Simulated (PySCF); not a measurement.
Molecule: SMILES [SiH3]O[SiH2]Br. Atoms near the plane z = 1.2 Å, at the PBE0/def2-SVP optimised geometry (x, y, z in Å): Si1 (1.8, 0.3, 0.0), O2 (0.2, 0.3, 0.0), Si3 (-1.2, 1.1, 0.0), H5 (2.3, -1.1, 0.0), H6 (2.3, 0.9, 1.2), H8 (-1.6, 1.6, 1.4).

Method: PBE0/def2-TZVP (PySCF 2.14.0). The values are rescaled to run from 0 to 1.

```
|000000000000000000000000000|
|000000000000000000000000000|
|000000000000000000000000000|
|000000000000000000000000000|
|000000000000000000000000000|
|000000135420000000000000000|
|000003799985100000256520000|
|000017999998200002899984000|
|000017999999300005999998200|
|000005999998100007999999500|
|000002799994011017999999600|
|000000368851122116999999500|
|000000023210244214999996200|
|000000000001344202688741000|
|000000000001343101232100000|
|000000000000221000222100000|
|000000000000110001354310000|
|000000000000000001577630000|
|000000000000000001578630000|
|000000000000000000355310000|
|000000000000000000000000000|
|000000000000000000000000000|
|000000000000000000000000000|
|000000000000000000000000000|
|000000000000000000000000000|
|000000000000000000000000000|
|000000000000000000000000000|
```
Scale: ten equal steps from 0.000 (start of '0') to 1.00 (end of '9'), in the order '0123456789'; x runs from -4.50 to 4.50, y from -4.50 (bottom) to 4.50 (top).

Q: Which quantity is mapped?
A. electrostatic potential
B. electron localisation function
C. an orbital amplitude
D. Laplacian of the electron density

A: B, electron localisation function
